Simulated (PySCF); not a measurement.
# Radial density of Ho (holmium, neutral)

r2SCAN, [Xe] 4f10 6s2 6p1, one real determinant (an excited configuration). Calculation: PySCF 2.14, in x2c-TZVPPall; scalar relativity by spin-free X2C-1e.

```csv
r (bohr),4πr²ρ (e/bohr),4πr²(ρα − ρβ)
0.0249,79.41,0.0060
0.0419,97.49,0.0110
0.0706,118.2,0.0040
0.119,90.29,0.0872
0.200,103.3,0.8951
0.336,47.62,3.6620
0.565,52.80,5.3321
0.950,17.73,2.7324
1.60,6.918,0.4327
2.69,1.254,0.1052
4.52,0.6568,0.2722
7.60,0.06793,0.0517
12.8,0.0001380,0.0001
```

Densities and radii are taken from the X2C orbitals without a picture-change correction, which distorts them close to the nucleus.

⟨L²⟩ = 37.53 against 56 for a pure K term, so this real determinant mixes terms. Spin-orbit coupling, absent here, splits the open shell strongly. ⟨S²⟩ = 9.18 against 8.75 shows spin contamination. The s, p, d and f populations moved away from the nominal configuration during the SCF.
